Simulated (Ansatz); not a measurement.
Calculated with Ansatz (gas phase, PBE0-D4/def2-TZVP geometries, no zero-point term in ΔE). CCSD(T)/CBS is the MP2 limit (def2-TZVPP, def2-QZVPP) plus CCSD(T) − MP2 in def2-TZVPP, frozen cores. This one scheme is used for every species. DFT in def2-TZVPP. Elements past krypton have def2 core potentials. For Sb outer-core shells are correlated without core-valence functions, which leaves a few kJ/mol of doubt a bond.

Consider the formal exchange of groups at the Sb–C bond: `[CH3][SbH2]` + `[SiH3]Cl` → `Cl[SiH2][SbH2]` + CH₄.

`[CH3][SbH2]`:

Cartesian coordinates in Å:
```
C -0.138 -0.774 -0.379
Sb 0.607 0.625 1.090
H 0.707 -1.306 -0.816
H -0.787 -1.493 0.121
H -0.693 -0.260 -1.161
H -0.875 1.470 1.221
H 1.180 1.738 -0.076
```

`[SiH3]Cl`:

```xyz
5

Si   -0.036   -0.118    0.037
Cl    0.537    1.764   -0.553
H    -0.205   -0.958   -1.171
H    -1.316   -0.010    0.774
H     1.019   -0.678    0.912
```

`Cl[SiH2][SbH2]`:

Z-matrix (Å, degrees):
```
Si
Sb 1 2.569
Cl 1 2.060 2 113.2
H 1 1.484 2 109.7 3 -120.1
H 1 1.484 2 109.7 3 120.1
H 2 1.707 1 90.3 3 45.6
H 2 1.707 1 90.3 3 -46.1
```

CH₄:

Z-matrix (Å, degrees):
```
C
H 1 1.090
H 1 1.090 2 109.5
H 1 1.090 2 109.5 3 -120.0
H 1 1.090 2 109.5 3 120.0
```

| level | ΔE (kcal/mol) |
| --- | --- |
| ωB97M-V | -15.2 |
| RPA@PBE/def2-TZVPP | -12.5 |

(1) What does CCSD(T)/CBS give? (Best estimate.)

Largest T1 diagnostic among the species: 0.013.

Results:

(1) The calculation gave: -15.3 kcal/mol. The listed levels differ from it by 0.1, 2.8 kcal/mol.

In def2-TZVPP, CCSD(T) changes the Hartree–Fock value by −1.3 kcal/mol (the triples alone add −0.3 kcal/mol) and MP2 by −1.9 kcal/mol. The D4 term adds −1.2 kcal/mol with B3LYP and −0.7 kcal/mol with PBE0; it sums over pairs of atoms, weighted by their polarisabilities, and B3LYP, whose exchange is more repulsive, gets the larger term.

B3LYP here is the variant with VWN-RPA as its local correlation; programs differ in this.
